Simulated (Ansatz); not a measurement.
CH7AlN2, SMILES `NC[NH][AlH2]`, relaxed with RKS PBE-D4/def2-SVP in the Gaussian-basis code of Ansatz from a rough embedded geometry. The force threshold is 0.03 eV/Å; the program also tests the step.

Charge 0, multiplicity 1.

Start:

```xyz
11

N    -0.691   -0.498    1.753
C    -0.581   -0.138    0.397
N     0.819   -0.023    0.080
Al    1.084    0.575   -1.765
H    -1.767   -0.607    1.981
H    -0.339   -1.491    1.914
H    -1.099    0.860    0.243
H    -1.048   -0.865   -0.248
H     1.255    0.795    0.683
H     0.424    1.837   -2.309
H     1.943   -0.446   -2.728
```

(1) How much energy does the relaxation release, and in how many steps? (Estimate.)

(2) Which bonds change most? (An estimate is asked.)

(3) Give the relaxed structure. (Best estimate.)

Results:

(1) Computed: 123.05 kJ/mol, in 15 steps, 1 of them rejected.

(2) Computed: N3–Al4 from 1.957 to 1.793 Å; N3–H9 from 1.106 to 1.028 Å; N1–H5 from 1.105 to 1.028 Å; Al4–H10 from 1.525 to 1.598 Å.

(3) Ansatz gave: 
```xyz
11

N    -0.656   -0.824    1.548
C    -0.627    0.262    0.576
N     0.675    0.360   -0.050
Al    1.097    0.316   -1.792
H    -1.517   -0.782    2.108
H    -0.662   -1.732    1.063
H    -0.879    1.196    1.136
H    -1.383    0.188   -0.249
H     1.411    0.410    0.665
H    -0.101    0.146   -2.835
H     2.643    0.460   -2.169
```
